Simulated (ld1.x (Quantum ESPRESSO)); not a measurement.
## Transferability test, RRKJ potential for caesium (Cs)

Cs (Z = 55), norm-conserving RRKJ (Kleinman–Bylander form), made with ld1.x (Quantum ESPRESSO) 7.5 (PBE, scalar-relativistic). Core [Kr] 4d10, reference 5s2 5p6 5d0.5 6s0.5 6p0. Waves: 5s (bound): rc 2.75 bohr; 5d (bound): rc 3.75 bohr; 4f channel at -0.15 Ry: rc 3.45 bohr; 5p (bound): rc 2.80 bohr. Local part: the p channel. Core correction: none.

Occupied shells without a wave of their own: 6s. They enter only through the test configuration that unscreens the potential.

Energies are relative to the spin-unpolarised reference configuration 5s2 5p6 5d0.5 6s0.5 6p0; without spin polarisation the order of configurations can differ from experiment. Not all tests gave a result: 1 of 7 tests not solved or not reliable. Left out of the table: 5s2 5p6 5d0 6s0 6p1 (solver errors, printed error -1.1 eV).

```csv
valence configuration,charge,ΔE all-electron (eV),error AE − PS (meV)
5s2 5p6 5d0 6s1 6p0,0,-0.843,-27
5s2 5p6 5d0 6s0 6p0,+1,3.021,+48
5s2 5p6 5d0 6s0.5 6p0,+0.5,0.628,+0.4
5s2 5p6 5d1 6s0 6p0,0,0.829,+27
```

Q: What are ΔE and the potential's error for 5s1 5p6 5d0 6s1 6p0?

A: ΔE = 30.840 eV all-electron; the error (AE − PS) is -112 meV.

Q: What are ΔE and the potential's error for 5s2 5p5 5d0 6s1 6p0?

A: ΔE = 17.022 eV all-electron; the error (AE − PS) is -78 meV.

Levels in the configuration 5s2 5p6 5d1 6s0 6p0:

```tsv
level	all-electron (eV)	pseudo (eV)
5s	-26.874	-26.862
5p	-13.686	-13.671
5d	-0.576	-0.569
```
